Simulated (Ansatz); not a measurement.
Born–Oppenheimer molecular dynamics of FGeH5O3 (10 atoms, charge 0, multiplicity 1). It starts at the highest image of a converged band. Of that band: Neighbouring images differ by up to 2.3 eV, so the band resolves the path poorly. A vibrational analysis at the climbing image gives one clearly imaginary mode, 1398i cm⁻¹: a first-order saddle point.

All numbers below come from RHF/def2-SVP (Ansatz).

* ensemble: NVE (velocity Verlet)
* time step: 0.5 fs
* steps asked: 200
* starting velocities drawn for: 300 K
* seed: 9404

First frame:

```xyz
10
Properties=species:S:1:pos:R:3
Ge 0.163 0.074 -0.161
F -0.914 0.637 1.516
O 1.603 -0.101 -1.116
H 1.929 -0.985 -1.202
O -0.848 1.125 -1.074
H -1.587 1.470 -0.593
O -0.237 -1.560 0.241
H -0.912 -1.658 0.897
H 1.111 0.956 1.052
H 0.298 0.952 1.478
```

Task: How far do the bonds stretch over the last three quarters of this one trajectory? (Pairs bonded in most of those frames.)

Result: 
```tsv
bond	mean (Å)	spread (Å)	shortest	longest
Ge1–O3	1.751	0.044	1.69	1.81
Ge1–O5	1.761	0.010	1.74	1.78
Ge1–O7	1.770	0.019	1.74	1.80
Ge1–H9	1.525	0.089	1.39	1.65
F2–H10	0.911	0.041	0.85	0.97
O3–H4	0.952	0.035	0.90	1.00
O5–H6	0.946	0.003	0.94	0.95
O7–H8	0.946	0.008	0.93	0.96
```

Mean temperature of the second half: 1771 K. The conserved energy stayed within 0.61 meV per atom of its start (net change -0.066 meV per atom), so the integration is sound. The kinetic energy rose, since the run started high on the potential surface and went downhill. It ends in pieces (FH + GeH4O3), so much of that is their flight and rotation, not heat. A run of 0.1 ps of so small a system gives no equilibrium averages. The orbitals stay closed-shell, which can raise the energy where a bond breaks towards radicals; this wasn't checked here.

Time of the run: 5.5 min on 2 threads of Arm Neoverse V1, with other jobs on the host, peak memory 0.25 GiB.
